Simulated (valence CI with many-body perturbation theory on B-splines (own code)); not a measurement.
## Energy levels of Au72+

Method: configuration interaction combined with many-body perturbation theory (CI+MBPT): five valence electrons over a frozen Dirac-Fock core [He], radial functions for each j: 9 s, 9 p, 8 d, 6 f, 3 g, 1 h, with the one-electron correlation potential Σ1 (screened to all orders), the two-electron term Σ2, the three-electron term Σ3, Breit, model QED; selected single and double excitations, second order for the rest (own B-spline code, finite nucleus).

No measured spectrum was set against this ion. As an estimate, large intervals hold to a few tenths of a per cent, small ones and those within an open d or f shell to about a per cent. Among the levels kept, up to 1100 cm⁻¹ of a level comes from second order outside the variational space, and about a tenth of that is noise between levels of different J, which matters for small intervals.

Levels 1 to 45 of 75, with energies above the lowest level, (2s^2 2p1/2^2 2p3/2) J=3/2. "Leading %" is the weight of the configuration and term that name the level; weights of strongly mixed levels are sums over their largest components and can fall short. In the jj column 3d3/2^4 stands for four electrons in 3d with j = 3/2. Lifetimes count E1, E2, E3, M1 and M2 decay at the calculated energies, and are blank where another channel may lead or the interval is too uncertain; long ones can be off by a factor of two.

| No. | Configuration | Term | J | E (eV) | Leading % | Lifetime | g | Leading jj |
| --- | --- | --- | --- | --- | --- | --- | --- | --- |
| 1 | 2s²2p³ | ²P° | 3/2 | 0 | 49 |  | 1.304 | 2s^2 2p1/2^2 2p3/2 (100 %) |
| 2 | 2s²2p³ | ⁴S° | 3/2 | 1887 | 56 | 16.2 ps | 1.429 | 2s^2 2p1/2 2p3/2^2 (100 %) |
| 3 | 2s²2p³ | ²D° | 5/2 | 1911 | 100 | 93.7 ps | 1.156 | 2s^2 2p1/2 2p3/2^2 (100 %) |
| 4 | 2s²2p³ | ²P° | 1/2 | 1970 | 100 | 29.6 ps | 0.607 | 2s^2 2p1/2 2p3/2^2 (100 %) |
| 5 | 2s2p⁴ | ⁴P | 5/2 | 2273 | 69 | 177 fs | 1.434 | 2s 2p1/2^2 2p3/2^2 (100 %) |
| 6 | 2s2p⁴ | ²S | 1/2 | 2389 | 65 | 49.7 fs | 1.978 | 2s 2p1/2^2 2p3/2^2 (100 %) |
| 7 | 2s2p⁴ | ²P | 3/2 | 2390 | 52 | 26.4 fs | 1.163 | 2s 2p1/2^2 2p3/2^2 (100 %) |
| 8 | 2s²2p³ | ²P° | 3/2 | 3862 | 51 | 4.79 ps | 1.283 | 2s^2 2p3/2^3 (99 %) |
| 9 | 2s2p⁴ | ⁴P | 3/2 | 4191 | 86 | 54.2 fs | 1.584 | 2s 2p1/2 2p3/2^3 (100 %) |
| 10 | 2s2p⁴ | ²D | 5/2 | 4234 | 69 | 54.3 fs | 1.276 | 2s 2p1/2 2p3/2^3 (100 %) |
| 11 | 2s2p⁴ | ²P | 1/2 | 4307 | 65 | 21.8 fs | 1.333 | 2s 2p1/2 2p3/2^3 (100 %) |
| 12 | 2s2p⁴ | ²D | 3/2 | 4314 | 56 | 22.1 fs | 0.996 | 2s 2p1/2 2p3/2^3 (100 %) |
| 13 | 2p⁵ | ²P° | 3/2 | 4739 | 99 | 18.1 fs | 1.293 | 2p1/2^2 2p3/2^3 (99 %) |
| 14 | 2s2p⁴ | ⁴P | 1/2 | 6216 | 40 | 25.8 fs | 1.885 | 2s 2p3/2^4 (100 %) |
| 15 | 2p⁵ | ²P° | 1/2 | 6660 | 100 | 13.5 fs | 0.607 | 2p1/2 2p3/2^4 (100 %) |
| 16 | 2s²2p²3s | ⁴P | 1/2 | 10042 | 46 | 3.18 fs | 1.985 | 2s^2 2p1/2^2 3s (100 %) |
| 17 | 2s²2p²3p | ²P° | 1/2 | 10159 | 47 | 230 fs | 0.641 | 2s^2 2p1/2^2 3p1/2 (100 %) |
| 18 | 2s²2p²3p | ²P° | 3/2 | 10732 | 35 | 190 fs | 1.318 | 2s^2 2p1/2^2 3p3/2 (100 %) |
| 19 | 2s²2p²3d | ²D | 3/2 | 10830 | 43 | 2.94 fs | 0.780 | 2s^2 2p1/2^2 3d3/2 (100 %) |
| 20 | 2s²2p²3d | ²D | 5/2 | 10983 | 37 | 522 as | 1.185 | 2s^2 2p1/2^2 3d5/2 (100 %) |
| 21 | 2s²2p²3s | ⁴P | 3/2 | 11949 | 88 | 5.00 fs | 1.647 | 2s^2 2p1/2 2p3/2 3s (100 %) |
| 22 | 2s²2p²3s | ²P | 1/2 | 11960 | 67 | 2.28 fs | 1.288 | 2s^2 2p1/2 2p3/2 3s (100 %) |
| 23 | 2s²2p²3s | ²D | 5/2 | 11968 | 65 | 4.48 fs | 1.297 | 2s^2 2p1/2 2p3/2 3s (100 %) |
| 24 | 2s²2p²3s | ²D | 3/2 | 11976 | 64 | 2.42 fs | 0.943 | 2s^2 2p1/2 2p3/2 3s (100 %) |
| 25 | 2s²2p²3p | ⁴P° | 1/2 | 12064 | 49 | 366 fs | 1.726 | 2s^2 2p1/2 2p3/2 3p1/2 (100 %) |
| 26 | 2s²2p²3p | ⁴D° | 3/2 | 12070 | 55 | 309 fs | 1.119 | 2s^2 2p1/2 2p3/2 3p1/2 (100 %) |
| 27 | 2s²2p²3p | ²F° | 5/2 | 12083 | 50 | 241 fs | 1.033 | 2s^2 2p1/2 2p3/2 3p1/2 (100 %) |
| 28 | 2s²2p²3p | ²P° | 3/2 | 12131 | 43 | 157 fs | 1.295 | 2s^2 2p1/2 2p3/2 3p1/2 (99 %) |
| 29 | 2s2p³3s | ⁴P° | 5/2 | 12289 | 49 | 6.28 fs | 1.578 | 2s 2p1/2^2 2p3/2 3s (99 %) |
| 30 | 2s2p³3s | ²P° | 3/2 | 12321 | 35 | 2.69 fs | 1.412 | 2s 2p1/2^2 2p3/2 3s (99 %) |
| 31 | 2s2p³3s | ²P° | 1/2 | 12394 | 43 | 2.51 fs | 0.824 | 2s 2p1/2^2 2p3/2 3s (99 %) |
| 32 | 2s2p³3s | ²P° | 3/2 | 12405 | 39 | 5.39 fs | 1.366 | 2s 2p1/2^2 2p3/2 3s (99 %) |
| 33 | 2s2p³3p | ⁴P | 3/2 | 12417 | 30 | 3.73 fs | 1.645 | 2s 2p1/2^2 2p3/2 3p1/2 (100 %) |
| 34 | 2s2p³3p | ²D | 5/2 | 12417 | 26 | 1.46 fs | 1.316 | 2s 2p1/2^2 2p3/2 3p1/2 (100 %) |
| 35 | 2s2p³3p | ²P | 1/2 | 12512 | 36 | 1.38 fs | 1.257 | 2s 2p1/2^2 2p3/2 3p1/2 (99 %) |
| 36 | 2s2p³3p | ²D | 3/2 | 12513 | 36 | 2.07 fs | 0.956 | 2s 2p1/2^2 2p3/2 3p1/2 (100 %) |
| 37 | 2s²2p²3p | ⁴D° | 5/2 | 12628 | 52 | 163 fs | 1.402 | 2s^2 2p1/2 2p3/2 3p3/2 (100 %) |
| 38 | 2s²2p²3p | ²P° | 1/2 | 12632 | 37 | 118 fs | 1.548 | 2s^2 2p1/2 2p3/2 3p3/2 (99 %) |
| 39 | 2s²2p²3p | ²D° | 3/2 | 12637 | 53 | 144 fs | 1.114 | 2s^2 2p1/2 2p3/2 3p3/2 (100 %) |
| 40 | 2s²2p²3p | ²F° | 7/2 | 12643 | 65 | 153 fs | 1.208 | 2s^2 2p1/2 2p3/2 3p3/2 (100 %) |
| 41 | 2s²2p²3p | ⁴S° | 3/2 | 12667 | 33 | 186 fs | 1.407 | 2s^2 2p1/2 2p3/2 3p3/2 (99 %) |
| 42 | 2s²2p²3p | ²D° | 5/2 | 12675 | 67 | 153 fs | 1.168 | 2s^2 2p1/2 2p3/2 3p3/2 (100 %) |
| 43 | 2s²2p²3p | ²P° | 1/2 | 12701 | 87 | 98.1 fs | 0.618 | 2s^2 2p1/2 2p3/2 3p3/2 (100 %) |
| 44 | 2s²2p²3d | ⁴F | 3/2 | 12740 | 43 | 1.50 fs | 0.917 | 2s^2 2p1/2 2p3/2 3d3/2 (100 %) |
| 45 | 2s²2p²3d | ⁴F | 5/2 | 12741 | 52 | 4.05 fs | 0.949 | 2s^2 2p1/2 2p3/2 3d3/2 (100 %) |

The ionisation energy to 2s²2p² ³P0 of the next ion comes out as 19155 eV (NIST: 19150 ± 70 eV (theoretical)). All 75 levels together are meant to be complete up to 13257 eV.
